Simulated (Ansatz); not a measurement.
Stepwise reaction of `[SiH3]OB(Cl)O[SiH3]` with hydrogen fluoride, as a gas-phase model of exchange steps in deposition or etching. ΔE in kJ/mol.

Program: Ansatz. Geometries: PBE0-D4/def2-TZVP. ΔE: electronic, gas phase. CBS: MP2 limit from def2 TZ/QZ plus the TZ coupled-cluster correction, frozen cores. This one scheme is used for every species. Functionals use def2-TZVPP. B3LYP here is the variant with VWN-RPA as its local correlation; programs differ in this. One conformer a species, not always the lowest.

```json
{"step": "1", "reaction": "`[SiH3]OB(Cl)O[SiH3]` + H–F → `FB(Cl)O[SiH3]` + `O[SiH3]`", "PBE-D4": "-3.7", "B3LYP-D4": "-2.4", "ωB97M-V": "-4.1", "CCSD(T)/CBS": "3.2"}
```

(1) Give the row of step 2, `FB(Cl)O[SiH3]` + H–F → `FB(F)Cl` + `O[SiH3]`. (An estimate is asked.)

(2) By hand: ΔE of the 2 steps together at CCSD(T)/CBS.

Answers

(1) The calculation gave: 
```json
{"step": "2", "reaction": "`FB(Cl)O[SiH3]` + H–F → `FB(F)Cl` + `O[SiH3]`", "PBE-D4": "-8.8", "B3LYP-D4": "-5.8", "ωB97M-V": "-8.5", "CCSD(T)/CBS": "-2.2"}
```

(2) (3.2) + (-2.2) = 1.0 kJ/mol, or 0.5 kJ/mol a step.

In ΔE each step is lower than the one before. PBE-D4 differs from CCSD(T)/CBS by -6.9 to -6.6 kJ/mol a step. Only this route is followed, and other bonds may react first. Isolated molecules leave out the surface, adducts and barriers. Largest T1 diagnostic: 0.012.
